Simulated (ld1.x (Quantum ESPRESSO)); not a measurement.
# An all-electron radial function and its pseudo partner (S (Z = 16))

Columns: radius, all-electron u(r) and pseudo u(r) of the 3p shell (level -7.29 eV) of sulfur in the configuration [Ne] 3s1.5 3p4.5; PBE, scalar-relativistic, RRKJ scheme, ld1.x (Quantum ESPRESSO) 7.5.

| r (bohr) | all-electron | pseudo |
| --- | --- | --- |
| 0.090 | 0.1425 | -0.0047 |
| 0.180 | 0.2908 | -0.0188 |
| 0.270 | 0.3329 | -0.0429 |
| 0.360 | 0.2858 | -0.0775 |
| 0.450 | 0.1845 | -0.1226 |
| 0.540 | 0.0576 | -0.1779 |
| 0.630 | -0.0755 | -0.2420 |
| 0.720 | -0.2034 | -0.3126 |
| 0.810 | -0.3194 | -0.3866 |
| 0.900 | -0.4205 | -0.4602 |
| 0.990 | -0.5062 | -0.5297 |
| 1.080 | -0.5766 | -0.5915 |
| 1.170 | -0.6324 | -0.6431 |
| 1.260 | -0.6745 | -0.6829 |
| 1.350 | -0.7042 | -0.7109 |
| 1.440 | -0.7232 | -0.7278 |
| 1.530 | -0.7328 | -0.7353 |
| 1.620 | -0.7346 | -0.7355 |
| 1.710 | -0.7299 | -0.7300 |
| 1.800 | -0.7199 | -0.7199 |
| 1.890 | -0.7057 | -0.7057 |
| 1.980 | -0.6880 | -0.6880 |
| 2.070 | -0.6679 | -0.6679 |
| 2.160 | -0.6458 | -0.6458 |
| 2.250 | -0.6224 | -0.6224 |
| 2.340 | -0.5981 | -0.5981 |

(1) How many radial nodes do the two functions have?

(2) At about which radius was the pseudo-wave matched?

(3) Where does each function peak?

(4) Is the pseudo-wave norm-conserving?

## Answers

(1) The all-electron 3p function has n − l − 1 = 1; the pseudo-wave has 0, since the states of the same l below it are removed with the core.

(2) 1.80 bohr, where the columns begin to agree (steps of 0.09 bohr).

(3) Outermost all-electron maximum near 1.62 bohr, pseudo maximum near 1.62 bohr (to the table’s step).

(4) Yes: the RRKJ scheme keeps the norm inside the radius equal to the all-electron one, which fixes the energy derivative of the logarithmic derivative at the level.
